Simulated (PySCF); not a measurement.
## LaH at PBE0

Computed with PBE0; PySCF, spin-free X2C with a Gaussian nucleus, basis sets La x2c-SVPall, H x2c-SVPall.

```
state                                           : triplet, about 0.0 electrons in the 4f shell (Mulliken), a second solution, started from another occupation
bond length                                     : 2.070 Å
harmonic wavenumber                             : 1360 cm⁻¹
force constant                                  : 1.09 mdyn/Å
rotational constant Be                          : 3.933 cm⁻¹
anharmonicity ωexe                              : 13.2 cm⁻¹
vibration–rotation constant αe                  : 0.0799 cm⁻¹
bond order (Mayer)                              : 0.95
dipole moment (positive dipole means La(−)H(+)) : -3.51 D
```

These are scalar-relativistic numbers at best; spin–orbit coupling would shift them, the dissociation energy most.
